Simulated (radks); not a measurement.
Question: The mean radii <r> (bohr) of the occupied orbitals of an atom or ion are listed with their occupations. Method: Dirac Kohn-Sham, PBE, spin-unpolarised, spherical densities, point nucleus; computed with a radial shooting solver on a logarithmic mesh with Libxc functionals.

orbital  occ.      <r>
1s1/2       2  0.01803
2s1/2       2  0.07558
2p1/2       2  0.06247
2p3/2       4  0.07054
3s1/2       2   0.1969
3p1/2       2   0.1870
3p3/2       4   0.2019
3d3/2       4   0.1765
3d5/2       6   0.1811
4s1/2       2   0.4396
4p1/2       2   0.4440
4p3/2       4   0.4770
4d3/2       4   0.4910
4d5/2       6   0.5021
5s1/2       2    1.023
5p1/2       2    1.118
4f5/2       6   0.5618
4f7/2       7   0.5697
5p3/2       4    1.217
5d3/2       4    1.789
6s1/2       2    3.031
5d5/2       2    1.871

Name the element and its charge. Open shells, if any, fill j = l - 1/2 first.

Answer: Z = 75, rhenium, charge 0: Re in [Xe] 4f13 5d6 6s2. The 1s radius gives Z: for a bare nucleus <r> = (2 gamma + 1)/(2Z) with gamma = sqrt(1 - (Z/c)^2), 0.01783 bohr for Z = 75, and screening makes it slightly larger (0.01803 here). The occupations add up to 75, and the charge is Z minus that.
